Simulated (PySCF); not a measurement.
## Ni¹⁹⁺: fine-structure interval

Ni¹⁹⁺ [He] 2s2 2p5 [2p1/2^2 2p3/2^3, M_J = 3/2] → Ni¹⁹⁺ [He] 2s2 2p5 [2p1/2^1 2p3/2^4, M_J = 1/2], as a difference of total energies. Calculation: PySCF 2.14, in an even-tempered Gaussian basis (18 s from 4.6 bohr⁻², ratio 2.4; 12 p from 6 bohr⁻², ratio 2.4; 5 d from 26 bohr⁻², ratio 2.6; 5 f from 40 bohr⁻², ratio 2.6); the two-component X2C-1e Hamiltonian. Correlated levels: nothing frozen; the 36 highest virtual spinors dropped. "Screened" scales the spin-orbit matrix elements by Boettger's factors to mimic the two-electron term; Breit and QED terms are absent.

```
                    method  fine-structure interval (cm⁻¹)
 GHF (screened spin-orbit)                          147840
GMP2 (screened spin-orbit)                          148620
     GHF (bare spin-orbit)                          159420
```
